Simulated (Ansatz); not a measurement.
Ansatz results at the PBE0-D4/def2-TZVP geometry: size of the dipole moment (PBE/def2-TZVPP) 2.11 D; HOMO energy (PBE0/def2-TZVPP) -6.82 eV; HOMO–LUMO gap (ωB97M-V/def2-TZVPP) 8.11 eV.

Question: Which molecule gave them?
A. `C[CH](C)[Ge][F]`
B. `[CH3][Ge][OH]`
C. `[CH3][Ge][Br]`
D. `C[S][Ge][F]`

Answer: C. The others give `[CH3][Ge][OH]`: 1.83, -6.61, 8.86; `C[S][Ge][F]`: 0.61, -7.37, 9.16; `C[CH](C)[Ge][F]`: 1.97, -6.42, 8.12.
